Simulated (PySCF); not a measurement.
Compound: C2H11O2Si3 (doublet state).
Geometry (GFN2-xTB, Å), atoms numbered from 1 in this order:
```
atom  x, y, z in Å
C1    -2.558   -1.042   -0.376
C2    -1.602   -0.503    0.680
O3    -0.283   -0.480    0.237
Si4    0.402    0.511   -0.854
Si5    0.277    2.675   -0.191
O6     1.987    0.162   -0.799
Si7    3.184   -0.863   -0.450
H8    -3.563   -1.111    0.031
H9    -2.235   -2.029   -0.697
H10   -2.567   -0.381   -1.240
H11   -1.911    0.509    0.976
H12   -1.627   -1.146    1.567
H13   -0.011    0.071   -2.201
H14    1.007    3.723   -0.915
H15   -1.054    3.262    0.051
H16    3.115   -2.001   -1.366
H17    4.375   -0.046   -0.666
H18    3.056   -1.304    0.937
```

The hyperfine couplings belong to this conformer and change with its torsions.

Identity: `CCO[Si@@H]([SiH2])O[SiH3]` [radical].

Computed with UKS B3LYP, pcH-1 on C H O Si, non-relativistic, mean-field spin-orbit, GIAO in PySCF 2.14.0. The structure is a single GFN2-xTB conformer in the gas phase; no vibrational or solvent corrections. GFN2-xTB frequencies show an imaginary mode (24i cm⁻¹), so this geometry is no minimum at that level. A GFN2-xTB geometry isn't a minimum of the functional, and hyperfine couplings can be far from their values at a DFT geometry, by a factor of two or more for some ions and for spin on atoms past the first row.

**Question.** Count the α and β electrons and give S(S+1).

**Answer.** 81 electrons with 2S = 1: 41 α and 40 β; S(S+1) = 0.75.

Mulliken spin populations, one withheld:

| atom | bound to | population |
| --- | --- | --- |
| C1 | C2, H8, H9, H10 | +0.0004 |
| C2 | C1, O3, H11, H12 | +0.0002 |
| O3 | C2, Si4 | -0.0014 |
| Si4 | O3, Si5, O6, H13 | ? |
| Si5 | Si4, H14, H15 | +0.9890 |
| O6 | Si4, Si7 | 0.0000 |
| Si7 | O6, H16, H17, H18 | -0.0015 |
| H8 | C1 | +0.0001 |
| H9 | C1 | +0.0001 |
| H10 | C1 | -0.0004 |
| H11 | C2 | -0.0018 |
| H12 | C2 | 0.0000 |
| H13 | Si4 | +0.0254 |
| H14 | Si5 | -0.0201 |
| H15 | Si5 | -0.0205 |
| H16 | Si7 | 0.0000 |
| H17 | Si7 | 0.0000 |
| H18 | Si7 | +0.0003 |

**Question.** Complete the table.

**Answer.** The populations add up to Nα − Nβ = 1, and the others sum to 0.9698, so Si4 holds +0.030.

**Question.** Sum the populations by element and by sign.

**Answer.** Silicon +1.02, carbon 0.00, oxygen 0.00, hydrogen -0.02. The positive populations sum to 1.05, the negative ones to -0.05.

**Question.** With ⟨S²⟩ = 0.7524, find the sum of squared α–β overlaps and estimate the admixture of higher spin.

**Answer.** For a single determinant ⟨S²⟩ = S(S+1) + Nβ − Σ|⟨iα|jβ⟩|², so the squared overlaps of occupied orbitals sum to 40 − 0.0024 = 39.9976. If the quartet state (S + 1) were the only admixture, its weight would be 0.0024/(2S + 2) = 0.08 %. For Kohn–Sham this describes the determinant of the orbitals, not the true wave function.

**Question.** What Fermi-contact NMR shifts do the couplings of Si4, H13, H14/H15 imply at 250 K (Curie law, g = gₑ)?

**Answer.** δ = a_FC·h·gₑ μB S(S+1)/(3 g_N μN kT), with k/h = 20836.6 MHz/K:

| nuclei | isotope | a_FC (MHz) | g_N | contact shift (ppm) |
| --- | --- | --- | --- | --- |
| Si4 | 29Si | 2.10 | -1.1106 | -334 |
| H13 | 1H | 54.31 | 5.5857 | +1716 |
| H14/H15 | 1H | -5.23 | 5.5857 | -165 |

All at the stated temperature. Entries for several nuclei are means.

Means are taken over nuclei equivalent by connectivity, which assumes that they swap fast.
